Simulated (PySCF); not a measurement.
NMR data simulated for an unnamed compound:

¹H NMR (400 MHz, computed): δ 6.78 (s, 1H), 2.22 (q, 2H), 1.94 (s, 3H), 1.86 (s, 3H), 1.04 (t, 3H).

¹³C{¹H} NMR (computed): δ 145.5 (C), 136.6 (C), 86.0 (CH), 33.7 (CH2), 23.7 (CH3), 17.3 (CH3), 16.6 (CH3).

Level of theory: shieldings: GIAO PBE0/pcSseg-1, GFN2-xTB structure, in PySCF 2.14 (isolated molecule, one computed conformer, fast rotation and ring inversion assumed for equivalent nuclei, non-relativistic Hamiltonian).

Scale: ¹H, ¹³C against TMS (reference shieldings calculated alike).

Which of these does the molecule contain: a (CH3)2CH unit, an ester, a non-aromatic C=C double bond, a CH3CH2 unit, a Si–CH3 group?

Results:


- A (CH3)2CH unit: no.
- An ester: no.
- A non-aromatic C=C double bond: yes.
- A CH3CH2 unit: yes (δC 16.6, 33.7; δH 1.04 (t), 2.22 (q)).
- A Si–CH3 group: no.

The data belong to `InChI=1S/C7H12Cl2/c1-4-5(2)6(3)7(8)9/h7H,4H2,1-3H3/b6-5-`; they needn't prove each group on their own.

Carbon signals by region: 2 in the sp2 and nitrile region (100–160 ppm), 1 at 50–100 ppm, 4 below 50 ppm.

Carbons that carry Cl, above all several Cl atoms, come out too deshielded, partly because spin–orbit coupling is missing. Shifts are as computed. Against solution values, carbons near 30 ppm lie about +3 ppm off and those near 130 ppm about +5 ppm; carbons on Cl a further +6 ppm. Of 1211 compounds with measured shifts, 218 miss one by over three times the rms of a fit or turn the order of signals round; such compounds aren't used in these exercises. Multiplicities follow the n + 1 count of equivalent neighbours, as no J values were calculated; m marks all less simple cases, F and P coupling included.
